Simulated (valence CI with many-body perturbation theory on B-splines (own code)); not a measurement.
The numbers below are computed, except where a source is named.
# Basis-set convergence for Zn⁹⁺

Level of theory: valence CI with perturbative core correlation (CI+MBPT): three valence electrons over a frozen Dirac-Fock core [Ar], radial functions for each j: 7 s, 7 p, 8 d, 6 f, 4 g, 1 h, with the one-electron correlation potential Σ1, the two-electron term Σ2, the three-electron term Σ3, Breit, model QED; selected CI, second order for the rest, scaled by the run's own slope (own B-spline code, finite nucleus).

No measured levels were compared; by estimate terms of the open shell hold to 2 to 4 % of their energy, and close levels can change places. Only levels of the ground parity were solved; by the run's estimate the other parity begins above the list, which can be wrong where configurations are misplaced.

The reference run has the lowest level 3d³ ⁴F_3/2 and an ionisation energy of 237.905 eV. Its largest variational space holds 4532 state functions.

Names give the largest LS component (configuration and term), which can be under half, so a name can repeat, a term be missing and a line seem to break the LS rules; names also repeat where a configuration has a term twice. Letters in brackets count levels of one name in rising energy.

Changed runs:
A. basis 6 s, 6 p, 5 d, 5 f, 1 g
B. basis 5 s, 5 p, 4 d, 4 f

Excitation energies of the reference run in cm⁻¹, and shifts in cm⁻¹:

```tsv
Level	Reference	A	B
3d³ ⁴F_5/2	1605	-1.4	-5.2
3d³ ⁴F_7/2	3636	-2.6	-6.3
3d³ ⁴F_9/2	5958	-4.1	-2.9
3d³ ⁴P_1/2	28673	+185	+376
3d³ ⁴P_3/2	28918	+201	+412
3d³ ²G_7/2	31112	+311	+676
3d³ ⁴P_5/2	31334	+174	+356
3d³ ²G_9/2	32813	+302	+685
3d³ ²D_3/2 [a]	39614	+457	+877
3d³ ²P_1/2	40852	+501	+1033
3d³ ²H_9/2	42975	+309	+839
3d³ ²H_11/2	43891	+323	+857
Ionisation energy (eV)	237.905	-0.049	-0.062
```
